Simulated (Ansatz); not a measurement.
C$_{3}$H$_{2}$F$_{4}$ (`FC1(F)CC1(F)F`) at its PBE0-D4/def2-TZVP geometry, where that method's forces vanish. The species carries charge 0 and has multiplicity 1.

```xyz
9

F     0.7136   -1.2772    1.2697
C    -0.1871   -0.5925    0.5652
F    -1.4232   -0.9979    0.8550
C     0.0573    0.8628    0.2854
C     0.1372   -0.1580   -0.8135
F     1.3266   -0.4560   -1.3359
F    -0.8102   -0.1769   -1.7507
H    -0.8074    1.5154    0.2876
H     0.9932    1.2802    0.6370
```

(1) What forces (eV/Å) does r2SCAN-D4/def2-TZVPP give on these atoms in the Gaussian-basis code of Ansatz? (An estimate is asked.)

Results:

(1) Computed: 
```
F1   0.276 -0.192  0.222
C2   0.065  0.125 -0.250
F3  -0.377 -0.107  0.095
C4   0.019  0.293  0.097
C5  -0.059 -0.042  0.278
F6   0.365 -0.074 -0.155
F7  -0.288  0.012 -0.282
H8   0.013 -0.009  0.000
H9  -0.014 -0.005 -0.005
```
